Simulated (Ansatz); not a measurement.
AlFH2 (SMILES [F][AlH2]) moved off its minimum; all values from Ansatz (an electronic-structure program), cores frozen in correlated methods.
(charge 0, multiplicity 1)
```xyz
4

Al    -0.22377    -0.59718     0.30402
H      0.47667    -1.36077     1.18162
H     -1.57915    -0.99368    -0.91912
F      0.47611     0.98588    -0.10711
```

Forces at B3LYP/def2-TZVPP (eV/Å):

| atom | Fx | Fy | Fz |
|---|---|---|---|
| Al1 | -2.714 | 4.296 | -5.586 |
| H2 | 2.105 | -2.545 | 3.066 |
| H3 | 1.588 | 0.380 | 1.753 |
| F4 | -0.980 | -2.131 | 0.767 |

Q: Give the forces (eV/Å), the total energy and the dipole at CCSD(T)/aug-cc-pV(T+d)Z.

A: 
| atom | Fx | Fy | Fz |
|---|---|---|---|
| Al1 | -2.709 | 4.383 | -5.644 |
| H2 | 2.142 | -2.607 | 3.133 |
| H3 | 1.565 | 0.374 | 1.740 |
| F4 | -0.998 | -2.150 | 0.771 |
Energy -342.9693 hartree, dipole 2.51 D.
